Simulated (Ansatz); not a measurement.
The cluster Si4Ge⁻. Total charge -1; doublet. Geometry B3LYP-D4/def2-SVPD; atoms count from 1.

Cartesian coordinates in Å:
```
Si 2.046 -2.003 -1.748
Si 0.717 -0.696 -0.609
Si -1.319 -0.424 0.516
Si -1.773 1.601 1.467
Ge 0.329 1.522 0.374
```

Another isomer (doublet) lies 1.71 eV lower at PBE0-D4/def2-TZVPD; other spin states weren't run for this one.

(1) Estimate the Mulliken populations from the PBE0/def2-TZVPD orbitals of Ansatz.

(2) Where does the spin sit?

(3) And the Mayer bond orders between heavy atoms (over 0.3)?

Answers

(1) 
```json
{"atom": "Si1", "charge (e)": "-0.43", "spin (α − β)": "1.04"}
{"atom": "Si2", "charge (e)": "0.08", "spin (α − β)": "-0.11"}
{"atom": "Si3", "charge (e)": "-0.21", "spin (α − β)": "0.07"}
{"atom": "Si4", "charge (e)": "-0.36", "spin (α − β)": "-0.05"}
{"atom": "Ge5", "charge (e)": "-0.08", "spin (α − β)": "0.05"}
```
Mulliken values depend strongly on the basis. With diffuse functions, as here, like atoms can get unlike values, and bond orders can come out too low or too high.

(2) Summed by element: Si 0.95, Ge 0.05, of 1 unpaired in all. Largest on single atoms: Si1 1.04, Si2 -0.11, Si3 0.07.

(3) Si1–Si2 1.42 (2.18 Å); Si2–Si3 0.88 (2.34 Å); Si2–Ge5 0.71 (2.46 Å); Si3–Si4 1.06 (2.28 Å); Si3–Ge5 1.06 (2.55 Å); Si4–Ge5 0.99 (2.37 Å).
